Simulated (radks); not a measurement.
The numbers below are computed, except where a source is named.
Task: These are the eigenvalues of the occupied orbitals of an atom or ion with whole-number occupations (eV). Level of theory: scalar-relativistic Kohn-Sham, PBE, spin-polarised, spherical densities, point nucleus (a radial shooting solver on a logarithmic mesh with Libxc functionals).

1s up: -477.9788
1s down: -476.5690
2s up: -87.3709
7s up: -4.7523

Which element is it, and in what charge state? The configuration may be excited. Open shells, if any, are filled with parallel spins first.

Result: Z = 7, nitrogen, charge +3: N3+ in [He] 2s1 7s1. The list shows which subshells hold electrons but not how many an open one holds; the 1s level, -17.565 hartree, gives Z - s = 5.9 by -(Z - s)^2/2, which with screening and relativity narrows Z to a few neighbours, and the depths of the outer levels then fix element, charge and occupations together.
